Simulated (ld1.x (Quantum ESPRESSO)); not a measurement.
# Gd (Z = 64): one change to an RRKJ potential, before and after

* Element: gadolinium (Gd)
* Generator: ld1.x (Quantum ESPRESSO) 7.5
* Type: norm-conserving RRKJ (Kleinman–Bylander form)
* Functional: LDA (PZ)
* Relativity: non-relativistic
* Frozen core: [Kr] 4d10
* Valence charge: 18
* Reference configuration: 4f7 5s2 5p6 5d1 6s2 6p0
* Partial waves: 5p (bound): rc 2.10 bohr; 5d (bound): rc 2.70 bohr; 4f (bound): rc 1.15 bohr; 5s (bound): rc 1.45 bohr
* Local potential: the s channel
* Core correction: none
* rho0: 0.02

Occupied shells without a wave of their own: 6s. They enter only through the test configuration that unscreens the potential.

All-electron outer shells of the reference configuration (LDA (PZ), non-relativistic, ld1.x):

```json
{"shell": "4p", "level (eV)": "-263.12", "outermost node (bohr)": "0.30", "outermost maximum (bohr)": "0.55"}
{"shell": "4d", "level (eV)": "-150.52", "outermost node (bohr)": "0.27", "outermost maximum (bohr)": "0.56"}
{"shell": "5s", "level (eV)": "-43.76", "outermost node (bohr)": "0.70", "outermost maximum (bohr)": "1.27"}
{"shell": "5p", "level (eV)": "-26.62", "outermost node (bohr)": "0.72", "outermost maximum (bohr)": "1.39"}
{"shell": "4f", "level (eV)": "-13.30", "outermost node (bohr)": "–", "outermost maximum (bohr)": "0.56"}
{"shell": "6s", "level (eV)": "-3.92", "outermost node (bohr)": "1.71", "outermost maximum (bohr)": "3.59"}
{"shell": "5d", "level (eV)": "-3.46", "outermost node (bohr)": "0.79", "outermost maximum (bohr)": "1.92"}
{"shell": "6p", "level (eV)": "-1.51", "outermost node (bohr)": "1.97", "outermost maximum (bohr)": "4.61"}
```

Change: wave 5s (bound): rc 1.45 bohr becomes 5s (bound): rc 1.88 bohr.

Cutoffs: the cutoffs (Ry, on a coarse ladder) from which the occupation-weighted sum of valence levels, in a spherical-Bessel basis at the reference potential, stays within 10 and 1 mRy of its value at 400 Ry; they do not see the model core or the augmentation charge, which bear on the density cutoff. Errors are all-electron minus pseudo energies relative to the spin-unpolarised reference configuration.

What does the change do?

The bound ghost in p disappears; the miss of the reference levels goes from 0.04 to 0.28 eV; of the 9 tests that both files solve, the error grows in 7 and shrinks in 0 by more than 15 % and 0.3 meV (median size 146.6 → 988.8 meV); the range in which the p phases agree narrows (upper end at the end of the scan → -0.7); the range in which the f phases agree widens (upper end 1.0 → 4.3). More of the atom is replaced by a form fitted at one configuration, so other configurations suffer.

| quantity | base | changed |
| --- | --- | --- |
| cutoffs, loose and tight | 230 Ry, 300 Ry | not determined |
| bound ghosts | p | none |
| largest miss of a reference level, eV | 0.04 | 0.28 |
| error for 4f7 5s2 5p6 5d1 6s1 6p0, meV [ΔE 6.36 eV] | -55 | -371 |
| error for 4f7 5s2 5p6 5d1 6s0 6p0, meV [ΔE 17.92 eV] | -147 | -989 |
| error for 4f7 5s2 5p6 5d0 6s0 6p0, meV [ΔE 38.52 eV] | -209 | -1420 |
| error for 4f7 5s2 5p5 5d1 6s2 6p0, meV [ΔE 31.72 eV] | +3.1 | +90 |
| error for 4f7 5s2 5p6 5d1.5 6s1.5 6p0, meV [ΔE 0.31 eV] | -18 | -124 |
| error for 4f6 5s2 5p6 5d2 6s2 6p0, meV [ΔE 12.85 eV] | -258 | +421 |
| error for 4f7 5s2 5p6 5d1 6s0 6p2, meV [ΔE 5.04 eV] | -85 | +1033 |
| error for 4f7 5s2 5p6 5d1 6s2 6p0 (spin-polarised), meV [ΔE -9.58 eV] | +15846 | +16548 |
| error for 4f7 5s2 5p6 5d1 6s1 6p0 (spin-polarised), meV [ΔE -3.70 eV] | +15922 | +16505 |
| s: phases at 2.96 bohr within 0.05 rad from the reference energy up to (Ry; the scan ends near 5) | 0.0 | -0.6 |
| p: phases at 2.96 bohr within 0.05 rad from the reference energy up to (Ry; the scan ends near 5) | to the end of the scan | -0.7 |
| d: phases at 2.96 bohr within 0.05 rad from the reference energy up to (Ry; the scan ends near 5) | 2.5 | 2.3 |
| f: phases at 2.96 bohr within 0.05 rad from the reference energy up to (Ry; the scan ends near 5) | 1.0 | 4.3 |

Base: The 6s level has no wave, so the channel is fitted at the deeper level alone: the likely source of the large errors. Changed file: These tests converged, but a pseudo level misses the all-electron one widely, so the file describes the atom poorly there or has found another state: 4f7 5s2 5p6 5d1 6s0 6p0: empty 6p by 2.8 eV (a node warning on the way); 4f7 5s2 5p6 5d0 6s0 6p0: empty 6p by 5.0 eV; 4f7 5s2 5p5 5d1 6s2 6p0: empty 6p by 2.0 eV; 4f7 5s2 5p6 5d1 6s0 6p2: 4f by 2.3 eV. The 6s level has no wave, so the channel is fitted at the deeper level alone: the likely source of the large errors. A true bound ghost makes a file unfit for plane-wave use even where its test errors are small: the radial tests pick states by their node count and pass the ghost by.
